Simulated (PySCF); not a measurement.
Geometries of 4 isomers of C3H8Si, from PBE0-D3(BJ)/def2-SVP geometry optimisation, gas phase (PySCF 2.14.0). One conformer each, no zero-point energy, no frequencies.

Question: Which is lowest in electronic energy at this level?
A.
```xyz
12
angstrom
C      1.848    0.198   -0.257
Si     0.251   -0.226    0.617
C     -1.242   -0.762   -0.353
C     -1.319    0.678    0.201
H      2.497   -0.685   -0.355
H      1.627    0.576   -1.267
H      2.407    0.976    0.286
H      0.394   -0.756    1.999
H     -1.936   -1.490    0.081
H     -1.170   -0.861   -1.443
H     -2.066    0.867    0.980
H     -1.285    1.485   -0.541
```
B.
```xyz
12
angstrom
C      1.160   -1.002    0.102
C      0.188    0.069    0.536
C     -0.138    1.207   -0.446
Si    -1.594    0.121   -0.027
H      2.194   -0.618    0.083
H      0.931   -1.369   -0.912
H      1.133   -1.870    0.779
H      0.350    0.418    1.565
H     -0.093    2.232   -0.062
H      0.299    1.114   -1.448
H     -2.648    0.627    0.888
H     -2.051   -0.865   -1.040
```
C.
```xyz
12
angstrom
C      0.709    0.199    0.799
C      0.845   -0.804   -0.378
Si    -0.979   -0.444   -0.750
C     -0.504    1.046    0.324
H      1.620    0.779    1.023
H      0.443   -0.344    1.720
H      1.489   -0.396   -1.175
H      1.201   -1.813   -0.127
H     -1.925   -1.389   -0.076
H     -1.437   -0.243   -2.162
H     -0.176    1.889   -0.306
H     -1.169    1.437    1.107
```
D.
```xyz
12
angstrom
Si     1.690   -0.105   -0.276
C      0.033   -0.106    0.581
C     -1.209   -0.548   -0.154
C     -1.030    0.893    0.191
H      2.624    0.891    0.336
H      2.340   -1.451   -0.212
H      1.480    0.257   -1.714
H      0.061   -0.365    1.646
H     -1.949   -1.128    0.403
H     -1.117   -0.842   -1.205
H     -1.645    1.317    0.990
H     -0.813    1.596   -0.619
```

Answer: C. That is `C1C[SiH2]C1`, 5.6 kcal/mol below the next.

```
         SMILES          atoms numbered as above      E (Eh)  relative (kcal/mol)  relative (kJ/mol)  dipole (D)
    C1C[SiH2]C1  [CH2:1]1[CH2:2][SiH2:3][CH2:4]1  -408.16441                  0.0                0.0        0.46
     C[SiH]1CC1   [CH3:1][SiH:2]1[CH2:3][CH2:4]1  -408.15545                  5.6               23.5        0.83
    [SiH3]C1CC1   [SiH3:1][CH:2]1[CH2:3][CH2:4]1  -408.14983                  9.1               38.3        0.93
C[C@H]1C[SiH2]1  [CH3:1][C@H:2]1[CH2:3][SiH2:4]1  -408.14286                 13.5               56.6        0.22
```

As drawn, the lowest has a four-membered ring, which the highest lacks; the highest has a three-membered ring, which the lowest lacks.
